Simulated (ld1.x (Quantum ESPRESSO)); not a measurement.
## boron (B): one change to a TM potential, before and after

```json
{
 "Element": "boron (B)",
 "Generator": "ld1.x (Quantum ESPRESSO) 7.5",
 "Type": "norm-conserving Troullier–Martins (Kleinman–Bylander form)",
 "Functional": "PBEsol",
 "Relativity": "scalar-relativistic",
 "Frozen core": "[He]",
 "Valence charge": "3",
 "Reference configuration": "2s2 2p1",
 "Partial waves": "2p (bound): rc 1.95 bohr; 2s (bound): rc 1.55 bohr",
 "Local potential": "the s channel",
 "Core correction": "Bessel-smoothed model core inside 0.70 bohr"
}
```

All-electron outer shells of the reference configuration (PBEsol, scalar-relativistic, ld1.x):

| shell | level (eV) | outermost node (bohr) | outermost maximum (bohr) |
| --- | --- | --- | --- |
| 1s | -179.55 | – | 0.21 |
| 2s | -9.36 | 0.46 | 1.52 |
| 2p | -3.56 | – | 1.59 |

Change: core correction Bessel-smoothed model core inside 1.46 bohr.

Cutoffs: the cutoffs (Ry, on a coarse ladder) from which the occupation-weighted sum of valence levels, in a spherical-Bessel basis at the reference potential, stays within 10 and 1 mRy of its value at 400 Ry; they do not see the model core or the augmentation charge, which bear on the density cutoff. Errors are all-electron minus pseudo energies relative to the spin-unpolarised reference configuration.

What does the change do?

The potential gets neither clearly harder nor softer (21 Ry and 50 Ry → 21 Ry and 50 Ry); of the 7 tests that both files solve, the error grows in 2 and shrinks in 0 by more than 15 % and 0.3 meV (median size 2.5 → 6.3 meV); neither file shows a bound ghost. A wider model core is smoother and lowers the density cutoff, which this test does not measure.

| quantity | base | changed |
| --- | --- | --- |
| cutoff, loose | 21 Ry | 21 Ry |
| cutoff, tight | 50 Ry | 50 Ry |
| bound ghosts | none | none |
| error for 2s2 2p0, meV [ΔE 8.14 eV] | +18 | +20 |
| error for 2s1 2p0, meV [ΔE 33.40 eV] | +67 | +75 |
| error for 2s2 2p0.5, meV [ΔE 2.86 eV] | +2.3 | +2.5 |
| error for 2s1 2p2, meV [ΔE 5.82 eV] | +0.4 | +0.6 |
| error for 2s1 2p1, meV [ΔE 14.26 eV] | -4.4 | -7.0 |
| error for 2s0 2p3, meV [ΔE 11.66 eV] | +2.5 | +6.3 |
| error for 2s2 2p1.3, meV [ΔE -0.72 eV] | +0.2 | +0.2 |
| s: phases at 2.14 bohr within 0.05 rad from the reference energy up to (Ry; the scan ends near 5) | 3.1 | 3.1 |
| p: phases at 2.14 bohr within 0.05 rad from the reference energy up to (Ry; the scan ends near 5) | 2.9 | 2.9 |
